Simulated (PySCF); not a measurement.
# Removing an electron from `CCC[C@@H]1BCCC1`

Compound: C7H15B.
Structure used (PBE0-D3(BJ)/def2-SVP), in Å, numbered top down from 1:
```
atom  x, y, z in Å
C1     2.7491   -0.3181    0.2548
C2     1.3514   -0.9150    0.2327
C3     0.3416   -0.0567   -0.5205
C4    -1.0684   -0.6299   -0.5803
B5    -2.1633    0.0366   -1.4851
C6    -3.5402   -0.1102   -0.7543
C7    -3.2611   -1.0868    0.3968
C8    -1.7903   -0.8664    0.7586
H9     3.4583   -0.9582    0.8019
H10    3.1423   -0.1819   -0.7658
H11    2.7524    0.6712    0.7406
H12    1.0018   -1.0713    1.2678
H13    1.3810   -1.9196   -0.2269
H14    0.7073    0.1158   -1.5480
H15    0.3012    0.9434   -0.0499
H16   -1.0194   -1.6212   -1.1018
H17   -1.9662    0.5635   -2.5581
H18   -3.6955    0.9148   -0.3464
H19   -4.4355   -0.3208   -1.3589
H20   -3.3962   -2.1218    0.0359
H21   -3.9356   -0.9670    1.2597
H22   -1.3723   -1.6959    1.3511
H23   -1.6905    0.0439    1.3794
```

Level: wB97X-D/def2-SVPD (PySCF). Frontier orbitals with their largest atomic shares (Löwdin; up to four atoms above 4 %):

```csv
orbital,ε (eV),main atoms
HOMO−3,-10.87,"C7 17 %, C8 14 %, C4 10 %, C3 8 %"
HOMO−2,-10.68,"C3 17 %, C4 15 %, C8 14 %, C2 10 %"
HOMO−1,-10.49,"B5 21 %, C6 20 %, C7 12 %, H17 11 %"
HOMO,-9.75,?
LUMO,1.25,"B5 46 %, C6 12 %, C4 12 %, H17 10 %"
LUMO+1,2.10,"B5 51 %, H17 5 %, C6 4 %, H19 4 %"
LUMO+2,2.68,"C1 26 %, C2 11 %, H9 9 %, H11 8 %"
```

Question: What vertical ionisation energy does ΔSCF give, and how far is −ε(HOMO) from it?

Answer: ΔSCF: 9.85 eV (950 kJ/mol; threshold wavelength 126 nm); ⟨S²⟩ of the doublet left behind is 0.753, against 0.75 for a pure doublet. −ε(HOMO) is 9.75 eV, 0.10 eV below it. For the exact functional −ε(HOMO) would equal the first vertical ionisation energy; wB97X-D (range-separated hybrid) comes within 0.10 eV of that here. Holes in the HOMO−1 and HOMO−2 were tried too where these lie within 1.2 eV of the HOMO; the lowest converged state counts.

Question: On which atoms does the HOMO lie?

Answer: C4 (sp3 carbon bound to boron) 25 %, B5 (three-coordinate boron) 22 %, C6 (sp3 carbon bound to boron) 10 %, C3 (chain CH2 carbon) 9 %, so no atom holds as much as 40 %. The HOMO−1 lies 0.74 eV lower.

Question: Shift the occupied levels rigidly so that −ε(HOMO) equals the ΔSCF value. What binding energies result?

Answer: The shift is +0.10 eV: HOMO 9.85, HOMO−1 10.59, HOMO−2 10.78, HOMO−3 10.97 eV. A rigid shift is only a rough guide to the deeper ionisations.

Question: With α = 96.0 au, estimate the like-pair dispersion coefficient by London's formula C6 = (3/4)α²I.

Answer: I = 0.3620 Eh, so C6 ≈ 2500 au, a rough estimate.

Question: What total energies stand behind the ΔSCF value?

Answer: E(N) = -300.33032 Eh and E(N − 1) = -299.96834 Eh at the same geometry, 0.36198 Eh apart.

Question: How many of the 10 lowest singlet excitations (vertical TDDFT, same level) lie below the ionisation energy?

Answer: All 10; they run from 5.74 to 8.80 eV.

The structure is a single PBE0-D3(BJ)/def2-SVP conformer in the gas phase; no vibrational or solvent corrections.

The run behind these numbers computed excited states and ΔSCF ions as well. On an Arm Neoverse N1 with one thread, on a shared host, this took 15 min of wall time and 1.3 GiB of memory at its peak.

Note: wB97X-D ran without an empirical dispersion term, which enters the total energy and its gradient alone.
